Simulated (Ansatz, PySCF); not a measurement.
Cl₄H₃NTi, multiplicity 1. Atoms are numbered in the order given.

```xyz
9

Ti     0.0000     0.0000     0.0255
Cl     1.8824    -1.0868    -0.2839
Cl     0.0000     0.0000     2.2000
Cl     0.0000     2.1736    -0.2839
Cl    -1.8824    -1.0868    -0.2839
N      0.0000     0.0000    -2.2402
H      0.0000    -0.9555    -2.6003
H      0.8275     0.4778    -2.6003
H     -0.8275     0.4778    -2.6003
```

Geometry optimised at ωB97X-D3(BJ)/def2-SVP. The spin state was assumed, not searched.

Vertical ionisation energy (IE) and electron affinity (EA) in eV. Rows of orbital energies are one-electron estimates. Where ΔSCF, EOM or ADC give a negative EA the extra electron is unbound and the value depends on the basis.

| level | IE | EA |
|---|---|---|
| −ε(HOMO), −ε(LUMO), CAM-B3LYP/def2-TZVP (PySCF) | 10.08 | 2.24 |
| −ε(HOMO), −ε(LUMO), PBE/def2-TZVP (PySCF) | 7.41 | 4.10 |
| ΔSCF, PBE0/def2-SVPD (Ansatz), final states of multiplicity 2 and 2 | 10.70 | 2.28 |
| ΔSCF, PBE/def2-SVPD (Ansatz), final states of multiplicity 2 and 2 | 10.15 | 1.57 |

Q: What vertical singlet–triplet gap does ΔSCF give with PBE0/def2-SVPD (Ansatz, an electronic-structure program) and with PBE/def2-SVPD (Ansatz)? (An estimate is asked for; the answer gives what the named calculation found.)

A: 3.28 and 3.48 eV (triplet above singlet where positive).
